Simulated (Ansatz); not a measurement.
`CC(C)[O][Cd][O]C(C)C` at its PBE0-D4/def2-TZVP geometry, where that method's forces vanish. Total charge 0; spin multiplicity 1. Cd: def2 effective core potential.

```xyz
23

C     0.2812    2.7130   -0.2957
C     1.6796    2.2977    0.1287
C     2.5341    1.9223   -1.0697
O     1.6521    1.2800    1.0900
Cd    0.8758   -0.4716    0.6275
O     0.2814   -2.3210    0.2947
C    -1.0871   -2.6166    0.2951
C    -1.7217   -2.3612    1.6514
C    -1.8253   -1.8801   -0.8098
H     0.2978    3.5776   -0.9648
H    -0.2110    1.8906   -0.8332
H    -0.3231    2.9609    0.5789
H     2.1524    3.1605    0.6239
H     2.6403    2.7543   -1.7713
H     3.5288    1.6118   -0.7446
H     2.0746    1.0874   -1.6167
H    -1.1574   -3.6959    0.0869
H    -1.7080   -1.2866    1.8805
H    -2.7643   -2.6892    1.6819
H    -1.1690   -2.8846    2.4338
H    -1.3448   -2.0605   -1.7732
H    -2.8716   -2.1902   -0.8783
H    -1.8148   -0.7984   -0.6163
```

Problem. What forces (eV/Å) does ωB97M-V/def2-TZVPP give on these atoms in Ansatz? (Best estimate.)

Solution. Ansatz gave: 
```
C1  -0.163  0.043 -0.042
C2   0.140  0.351  0.049
C3   0.100 -0.053 -0.136
O4  -0.062 -0.254  0.102
Cd5  0.023 -0.012  0.016
O6   0.229  0.165  0.015
C7  -0.159 -0.344 -0.060
C8  -0.064  0.034  0.161
C9  -0.077  0.088 -0.130
H10  0.006 -0.066  0.047
H11  0.025  0.029  0.024
H12  0.045 -0.021 -0.057
H13 -0.047 -0.065 -0.071
H14 -0.015 -0.059  0.055
H15 -0.073  0.020 -0.018
H16  0.016  0.037  0.030
H17 -0.022  0.105  0.021
H18  0.003 -0.049 -0.017
H19  0.076  0.025 -0.011
H20 -0.035  0.038 -0.059
H21 -0.028  0.012  0.070
H22  0.077  0.021  0.012
H23  0.004 -0.047 -0.003
```
